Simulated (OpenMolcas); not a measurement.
## Pr3+: effect of the level shift or regulariser

```json
{
 "Program": "OpenMolcas 26.06",
 "Basis": "ANO-RCC-VQZP [9s8p6d4f3g2h]",
 "Scalar Hamiltonian": "DKH2, point nucleus",
 "Active space": "2 electrons in 7 orbitals (4f)",
 "State averaging": "2S+1 = 3 even, 21 roots; 2S+1 = 1 even, 28 roots",
 "Spin-orbit coupling": "state interaction with AMFI integrals over the reference wave functions, term energies averaged over their components"
}
```

Methods on the same reference wave functions:
A. CASSCF
B. SS-CASPT2, IPEA 0.25 Eh, imaginary shift 0.1 Eh (closed shells correlated: 5s 5p)
C. SS-CASPT2, IPEA 0.25 Eh, sigma2 regulariser 0.3 Eh (closed shells correlated: 5s 5p)

Energies in cm-1 above 4f2 3H4, the measured ground level; measured values from Martin, Zalubas and Hagan, Atomic Energy Levels: The Rare-Earth Elements, NSRDS-NBS 60 (1978).

```
  Level      A      B      C  Measured
4f2 3H4    0.0    0.0    0.0       0.0
4f2 3H5   2277   2310   2310      2152
4f2 3H6   4687   4720   4710      4389
4f2 3F2   6788   5350   5390      4997
4f2 3F3   8249   6870   6900      6415
4f2 1D2  23461  18990  19340     17334
4f2 1I6  28058  25360  25350     22212
4f2 3P0  29511  24510  24670     21390
4f2 3P1  30148  25230  25360     22007
4f2 3P2  31354  26460  26610     23161
4f2 1S0  64273  50450  52380
```

Deviations, from unrounded energies. A percentage is the sum of absolute deviations over the sum of measured energies, with the sign that they share, or ± where signs differ.

```json
{"Against measurement": "mean absolute deviation (cm-1)", "Levels": "9", "A": "4500", "B": "1700", "C": "1800"}
{"Against measurement": "fine structure of the ground term (%)", "Levels": "2", "A": "+6.5", "B": "+7.5", "C": "+7.4"}
{"Against measurement": "other terms of the ground configuration (%)", "Levels": "7", "A": "+34.1", "B": "+13.0", "C": "+13.7"}
```

B lies closest to measurement on these levels and A furthest from it. The largest miss of B in the table is 4f2 3P2, by +3300 cm-1. The ranking rests on the paired levels alone, and a cruder setting can come out closer through cancelling errors.

Between B and C the level of the table that moves most is 4f2 1S0, by 1900 cm-1 (lowest in B, highest in C). Moves below CASPT2's spread within the term are not significant.

The mean deviations of B to C differ by less than CASPT2's widest spread within a term (890 cm-1), so their order carries little weight.

From A to B the spin-free energies of the other terms of 4f2 shown, above 3H, scale by factors of 0.76 to 0.89, as is usual when dynamic correlation screens the repulsion within a d or f shell.

The lowest spin-free term lies below A's lowest term by 0.264 hartree in B, 0.264 hartree in C.

Term energies are means over components that CASPT2 splits; among the terms shown or strongly mixed into the levels shown the widest spread is 890 cm-1 (4f2 1I, C). Without dynamic correlation excited terms often stand tens of per cent too high (terms of higher spin than the ground term too low), and those without a measured partner can miss by more than the paired ones (holds for A). Some levels mix across a computed gap that differs much from the measured one, so their mixing is not that of the real levels (holds for A). The CASPT2 spread within a term exceeds the gap to the next term for 4f2 1I and 4f2 3P, so the order of their levels is uncertain (holds for B; C). Some terms miss by over 15 % even with CASPT2, which points to a basis or an active space too small for the shells correlated (holds for C). Computed and measured levels are paired by configuration, term and J; levels that our copy of the source lacks, or whose pairing is in doubt (as where it misses far off the trend of its configuration), stay unpaired and out of the deviations. Levels of configurations outside the active space are missing. The table leaves out levels that lie high or whose names do not pair safely across all columns.
